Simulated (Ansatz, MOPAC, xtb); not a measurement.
Complex: H2O (SMILES O) (first 3 atoms) with C2H3F (SMILES C=CF); geometry from B3LYP-D3(BJ)/def2-TZVP, rigid monomers moved along the line of their centres of mass till H3···F6 is 2.41 Å.
(charge 0, multiplicity 1):
```xyz
9

O      0.331    -0.115    -0.575
H      0.032    -0.859    -1.107
H     -0.362     0.022     0.083
C      0.888    -0.694     3.015
C     -0.384    -0.487     3.280
F     -1.276    -0.161     2.305
H      1.280    -0.615     2.010
H      1.553    -0.949     3.827
H     -0.868    -0.542     4.245
```

Interaction energies are E(AB) − E(A) − E(B) at the monomers' geometry in the complex; basis-set methods are counterpoise corrected.

The state that PM7 reach isn't checked; PM7 holds dispersion and hydrogen-bond terms.

Programs: Ansatz (a quantum-chemistry and plane-wave program) with Gaussian orbitals; MOPAC for PM7 (differences of heats of formation); xtb for the GFN methods. 

**Question.** One of these levels gives -2.04 kcal/mol for the interaction energy. Which one is it?
(A) HF/aug-cc-pVDZ
(B) PM7
(C) GFN1-xTB

**Answer.** A, HF/aug-cc-pVDZ. The others give -0.99 (PM7), -2.74 (GFN1-xTB)
